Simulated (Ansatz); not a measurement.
Saddle point of CH$_{6}$GaN, closed shell (CH₆GaN ([CH3][GaH][NH2]) → GaNH₂ ([NH][GaH]) + CH₄; bonds formed: C2–H4; bonds broken: Ga1–C2, N3–H4), PBE0-D4/def2-TZVP structure:

```tsv
atom	x (Å)	y (Å)	z (Å)
Ga1	-1.2584	-0.0175	-0.0065
C2	0.8839	0.6790	-0.0401
N3	-0.5066	-1.5966	0.1074
H4	0.4951	-0.6099	0.0454
H5	-2.2314	1.1797	-0.0959
H6	1.9070	0.2852	-0.0221
H7	0.8051	1.2485	-0.9709
H8	0.8120	1.3564	0.8154
H9	-0.9065	-2.5246	0.1672
```

Energies are electronic, without zero-point energy. Barriers and step energies count from the start structure reached by relaxing down the imaginary mode; all methods use the PBE0-D4 structures, on which another method's saddle can fall below an end. Computed with Ansatz 0.2.0 (basis: def2-TZVPP, with def2-QZVPP for the basis limit); correlated methods freeze the cores. Filled d shells of the heavier atoms are correlated. The def2 sets are not built for correlating such inner shells, so the correlated values are less sure here. B3LYP uses VWN-RPA correlation. Extrapolation: Hartree–Fock as exp(−7.88 √X), correlation as X^−2.97.

| method | barrier (kcal/mol) | step energy (kcal/mol) |
| --- | --- | --- |
| SPW92 | 64.96 | 51.63 |
| PBE-D4 | ? | 45.54 |
| BLYP-D4 | 70.30 | 41.79 |
| r2SCAN-D4 | 72.95 | 49.41 |
| B97M-V | ? | 48.22 |
| PBE0-D4 | 75.38 | 52.55 |
| B3LYP-D4 | 76.16 | 48.08 |
| r2SCAN0-D4 | 78.14 | 54.63 |
| BHLYP-D4 | ? | 55.52 |
| CAM-B3LYP-D4 | 79.66 | 52.68 |
| wB97X-V | 80.52 | 54.47 |
| wB97M-V | 78.73 | 53.03 |
| B2PLYP | 76.41 | 47.27 |
| PBE-QIDH | 78.59 | 54.26 |
| RPA on PBE | 75.95 | 46.41 |
| HF | 96.76 | 60.51 |
| MP2 | 75.42 | 48.43 |
| CCSD | 81.68 | 52.73 |
| CCSD(T) | 77.62 | 49.66 |

Q: Fill in the withheld barriers. (An estimate is asked for; the value comes from the calculation.)

A: The calculation gives: B97M-V 75.95; BHLYP-D4 84.39; PBE-D4 68.11 kcal/mol. Each is the energy of the saddle less that of the start structure, by the same method.

For comparison, the barrier by CCSD(T) at an estimated basis limit (MP2 extrapolated from triple and quadruple zeta, plus CCSD(T) − MP2 in triple zeta) is 77.87 kcal/mol.

The T1 diagnostic stays at or below 0.023.

Labels in which every atom is bracketed show which atoms are joined, not bond orders.

For scale, one of the runs: CCSD(T)/def2-TZVPP, 194 basis functions, launched by `ansatz run in.yaml --threads 4 --pin off --events-out ev --progress --plain --max-ram 9574MiB`. Time: 32 s of wall clock on 4 CPU threads of an Arm Neoverse V2; the host was shared. Peak host memory: 2.2 GiB.
